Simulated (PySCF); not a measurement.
# What builds the second ionisation energy along group 14

Calculated with PySCF 2.14 from differences of total energies of unrestricted determinants, without spin-orbit coupling. Each column adds one step, in eV (sums use unrounded values): valence MP2, valence CCSD, valence triples, then the next inner shell at CCSD(T) (C 1s, Si 2s 2p, Ge 3s 3p 3d, Sn 4s 4p 4d, Pb 5s 5p 5d). References (NIST) marked * lie between the lowest fine-structure levels; the others compare directly ((s) semi-empirical, (t) theoretical).

| element | UHF | + MP2 | + CCSD | + (T) | + inner shell | sum | reference |
| --- | --- | --- | --- | --- | --- | --- | --- |
| C [He] 2s2 2p1 → [He] 2s2 (x2c-TZVPPall with one added diffuse shell each of s, p, d type, spin-free X2C) | 24.167 | 0.203 | -0.169 | 0.031 | 0.022 | 24.254 | 24.378 |
| Si [Ne] 3s2 3p1 → [Ne] 3s2 (x2c-TZVPPall with one added diffuse shell each of s, p, d type, spin-free X2C) | 15.825 | 0.259 | 0.116 | 0.029 | -0.009 | 16.222 | 16.322 |
| Sn [Kr] 4d10 5s2 5p1 → [Kr] 4d10 5s2 (x2c-TZVPPall with one added diffuse shell each of s, p, d, f type, spin-free X2C) | 13.721 | 0.193 | 0.060 | 0.017 | 0.121 | 14.113 | 14.282 |
| Pb [Xe] 4f14 5d10 6s2 6p1 → [Xe] 4f14 5d10 6s2 (x2c-TZVPPall with one added diffuse shell each of s, p, d, f type, spin-free X2C) | 13.237 | 0.174 | 0.047 | 0.011 | 0.108 | 13.577 | 13.869 |

**Question.** Estimate the missing row, Ge [Ar] 3d10 4s2 4p1 → [Ar] 3d10 4s2 (x2c-TZVPPall with one added diffuse shell each of s, p, d type, spin-free X2C).

**Answer.** The calculation gives UHF 15.200; + MP2 0.238; + CCSD 0.076; + (T) 0.021; + inner shell 0.100; sum 15.635. The reference value is 15.789.

What remains against the references is mostly basis incompleteness.

These are valence bases, so the inner-shell step is incomplete.
